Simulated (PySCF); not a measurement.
Al (aluminium, neutral): MN15 calculation

Configuration: [Ne] 3s2 3p1, 2P determinant. Computed with PySCF 2.14 in pcseg-2 (5s4p2d1f, 34 functions), with the non-relativistic Hamiltonian (point nucleus).

```json
{
 "Total energy": "-242.2769 hartree",
 "One-electron energy": "-336.5533 hartree",
 "Hartree (Coulomb) energy": "112.7166 hartree",
 "Exchange-correlation energy": "-18.4402 hartree",
 "Kinetic energy": "241.55452 hartree",
 "⟨S²⟩": "0.7525",
 "⟨L²⟩": "2.008",
 "Sum of ⟨r⟩": "13.71 bohr",
 "Sum of ⟨r²⟩": "33.71 bohr²",
 "Traceless quadrupole moment −½Σ⟨3z² − r²⟩ along its main axis": "-5.77 e·bohr²",
 "Density at the nucleus (Gaussians lack the cusp)": "1370 bohr⁻³",
 "Spin density at the nucleus": "0.160 bohr⁻³",
 "Langevin diamagnetic susceptibility": "-26.7 ×10⁻⁶ cm³/mol",
 "Time after the integrals": "0.39 s of wall time on 1 thread of Neoverse-V1 (shared host)"
}
```

| shell | electrons | mean orbital energy (eV) | spread (eV) | rms radius, mean of both spins (bohr) |
| --- | --- | --- | --- | --- |
| 1s α | 1 | -1505.4 | 0 | 0.140 |
| 1s β | 1 | -1505.4 | 0 | 0.140 |
| 2s α | 1 | -111.10 | 0 | 0.696 |
| 2s β | 1 | -111.04 | 0 | 0.696 |
| 2p α | 3 | -75.303 | 0.103 | 0.679 |
| 2p β | 3 | -75.214 | 0.293 | 0.679 |
| 3s α | 1 | -9.209 | 0 | 2.77 |
| 3s β | 1 | -8.602 | 0 | 2.77 |
| 3p α | 1 | -3.765 | 0 | 3.82 |
